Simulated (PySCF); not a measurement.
Si (silicon, neutral): UHF calculation

Configuration: [Ne] 3s1 3p2 4s1, high-spin 5P determinant (an excited configuration). Calculation: PySCF 2.14, in aug-cc-pV(Q+d)Z with one added diffuse shell each of s, p, d, f, g type (8s7p6d4f3g, 114 functions); the non-relativistic Hamiltonian (point nucleus).

- Total energy: -288.549387 hartree
- One-electron energy: -397.4877 hartree
- Hartree (Coulomb) energy: 129.1859 hartree
- Exchange energy: -20.2476 hartree
- Kinetic energy: 288.56127 hartree
- ⟨S²⟩: 6.0000
- ⟨L²⟩: 2.054
- Sum of ⟨r⟩: 18.26 bohr
- Sum of ⟨r²⟩: 74.11 bohr²
- Traceless quadrupole moment −½Σ⟨3z² − r²⟩ along its main axis: -0.192 e·bohr²
- Density at the nucleus (Gaussians lack the cusp): 1740 bohr⁻³
- Spin density at the nucleus: 4.85 bohr⁻³
- Langevin diamagnetic susceptibility: -58.7 ×10⁻⁶ cm³/mol

```json
{"shell": "1s α", "electrons": "1", "mean orbital energy (hartree)": "-69.04997", "spread (hartree)": "0", "rms radius, mean of both spins (bohr)": "0.129"}
{"shell": "1s β", "electrons": "1", "mean orbital energy (hartree)": "-69.02272", "spread (hartree)": "0", "rms radius, mean of both spins (bohr)": "0.129"}
{"shell": "2s α", "electrons": "1", "mean orbital energy (hartree)": "-6.39535", "spread (hartree)": "0", "rms radius, mean of both spins (bohr)": "0.615"}
{"shell": "2s β", "electrons": "1", "mean orbital energy (hartree)": "-6.34802", "spread (hartree)": "0", "rms radius, mean of both spins (bohr)": "0.615"}
{"shell": "2p α", "electrons": "3", "mean orbital energy (hartree)": "-4.49802", "spread (hartree)": "0.01232", "rms radius, mean of both spins (bohr)": "0.599"}
{"shell": "2p β", "electrons": "3", "mean orbital energy (hartree)": "-4.45893", "spread (hartree)": "0.01880", "rms radius, mean of both spins (bohr)": "0.599"}
{"shell": "3s α", "electrons": "1", "mean orbital energy (hartree)": "-0.83919", "spread (hartree)": "0", "rms radius, mean of both spins (bohr)": "2.20"}
{"shell": "3p α", "electrons": "2", "mean orbital energy (hartree)": "-0.48525", "spread (hartree)": "0", "rms radius, mean of both spins (bohr)": "2.61"}
{"shell": "4s α", "electrons": "1", "mean orbital energy (hartree)": "-0.11450", "spread (hartree)": "0", "rms radius, mean of both spins (bohr)": "7.26"}
```

The outer electron is Rydberg-like, and this basis confines it to a smaller radius and binds it less than a complete one would.

Spin-orbit constants ζ (cm⁻¹) from the X2C one-electron operator on these orbitals (non-relativistic here): bare nucleus, nucleus screened by l(l+1)(2l+1)/3 electrons, and screened by the Breit-Pauli mean field of the electrons.

| shell | bare | screened nucleus | mean field |
| --- | --- | --- | --- |
| 2p | 3837 | 3289 | 3040 |
| 3p | 226.3 | 194.0 | 176.6 |

To first order the Landé constant is A = 44.14 cm⁻¹, so the lowest level has J = 1 and lies 0.0164 eV below the centre of the term. This holds in LS coupling only.
